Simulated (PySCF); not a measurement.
This script is equivalent to a calculation on As (arsenic, neutral).

```python
from pyscf import gto, scf, dft, mp, cc
import basis_set_exchange as bse
mol = gto.M(atom="As 0 0 0", charge=0, spin=3, symmetry="D2h",
            basis=gto.basis.parse(bse.get_basis("pcseg-2", elements=["As"], fmt="nwchem", header=False)))
mf = dft.UKS(mol, xc="MN15")
mf.irrep_nelec = {'Ag': (6, 6), 'B1g': (1, 1), 'B2g': (1, 1), 'B3g': (1, 1), 'B1u': (3, 2), 'B2u': (3, 2), 'B3u': (3, 2)}
mf.kernel()
```

(1) What total energy does it give?

(2) Which occupied shell lies highest, and where?

(3) What is ⟨S²⟩, and what would a pure spin state give?

Results:

(1) -2236.259 hartree (calculated).

(2) 4p α, at -7.632 eV.

(3) 3.751, against 3.75.
